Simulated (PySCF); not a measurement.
Computed with PySCF with TPSSh-D3(BJ)/def2-TZVP // BP86-D3(BJ)/def2-SVP. Isolated molecules, 0 K electronic values unless said otherwise. One relaxed conformer stands for a flexible species; it need not be the lowest. 

Reference species: [Zn(NH2)(CH3)] (neutral, multiplicity 1).

```yaml
LUMO: -0.37 eV
charge on the central atom (Mulliken): 0.39 e
coordination_number: 2
HOMO: -5.96 eV
```

Changed species: [Zn(NH2)2] (0 of 2 NH2 replaced by CH3; the reference has 1 of 2 NH2 replaced by CH3).

What does the change do to the LUMO, charge on the central atom (Mulliken), coordination number and HOMO?

the LUMO falls by 0.37 eV, to -0.74 eV; the charge on the central atom (Mulliken) goes up by 0.04 e, to 0.43 e; the coordination number hardly moves; the HOMO falls by 0.13 eV, to -6.09 eV.
